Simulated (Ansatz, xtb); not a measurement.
Isomers of C2H7NSSi2 in order of energy

4 gas-phase structures of C2H7NSSi2, from a drawn sample of its isomers (lower ones may exist). Each was relaxed with GFN2-xTB; where two conformers were screened, the lower at r2SCAN-D4/def2-SVP//GFN2-xTB is listed:

A. `C#C[SiH2]N[SiH2]S`, a singlet
B. `C#C[Si@@H](S)N[SiH3]`, a singlet
C. `C#CN([SiH3])[SiH2]S`, a singlet
D. `C#C[SiH2]N([SiH3])S`, a singlet

Q: Estimate their order in r2SCAN-D4/def2-SVP//GFN2-xTB energy at these geometries, lowest first.

A: Calculated order at r2SCAN-D4/def2-SVP//GFN2-xTB: A (0.0), B (0.0), C (19.6), D (39.1) kcal/mol. Less than 1 kcal/mol parts A and B, so the order within that pair means little.

Energies above the lowest of each column, in kcal/mol; the last columns are at r2SCAN-D4/def2-SVP geometries and were run for some of them only (a dash: not run or not comparable):

| structure | GFN2-xTB | HF/STO-3G | r2SCAN-D4/def2-SVP//GFN2-xTB | r2SCAN-D4/def2-SVP | CCSD(T)/def2-SVP + ΔMP2/def2-TZVPP |
| --- | --- | --- | --- | --- | --- |
| A | 8.3 | 0.0 | 0.0 | 0.2 | 0.0 |
| B | 10.0 | 0.4 | 0.0 | 0.0 | 0.0 |
| C | 0.0 | 13.4 | 19.6 | 17.5 | 22.8 |
| D | 34.1 | 28.7 | 39.1 | – | – |

CCSD(T)/def2-SVP + ΔMP2/def2-TZVPP puts A lowest of those it was run on, with B within 1 kcal/mol; GFN2-xTB picks C. Flexible structures stand in one conformer each, not always the lowest. Frequencies (GFN2-xTB) were run for A, B, C alone. The ΔMP2 step shifts differences by up to 4.8 kcal/mol, which makes them less sure. ΔMP2 is the change of the MP2 energy from the smaller to the larger basis.

Over these structures GFN2-xTB departs from r2SCAN-D4/def2-SVP//GFN2-xTB by 10.7 kcal/mol on average once a common shift is removed. A GFN2-xTB relaxation took about 0.16 s and the r2SCAN-D4/def2-SVP//GFN2-xTB energy about 1.9 s on a shared host (Ansatz 0.2.0, xtb 6.7.1).
